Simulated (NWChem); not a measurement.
Isomers of CH$_{2}$F$_{2}$O$_{2}$Si, each optimised at PBE0/def2-SVP with NWChem, gas phase unless a solvent is named. Flexible species stand in one conformer each, which need not be the lowest.  Relative energies count from the lowest isomer at each level and are electronic, without zero-point energy, on those geometries.

A: F[Si]1(F)OCO1
B: F[Si](C=O)(O)F
C: O=CO[SiH](F)F

```csv
quantity,A,B,C
"relative energy, PBE/def2-TZVP (kcal/mol)",0.0,14.8,4.9
"relative energy, PBE0/def2-TZVP (kcal/mol)",0.0,18.1,8.0
"relative energy, CAM-B3LYP/def2-TZVP (kcal/mol)",0.0,16.1,5.4
"dipole (D), PBE0/def2-SVP",?,1.53,2.83
"SMD solvation free energy in water, PBE0/def2-SVP (kcal/mol)",?,-4.2,-1.7
```

Q: What belongs in the gaps?

A: 
- dipole (D), PBE0/def2-SVP, A: 1.47
- SMD solvation free energy in water, PBE0/def2-SVP (kcal/mol), A: -3.2
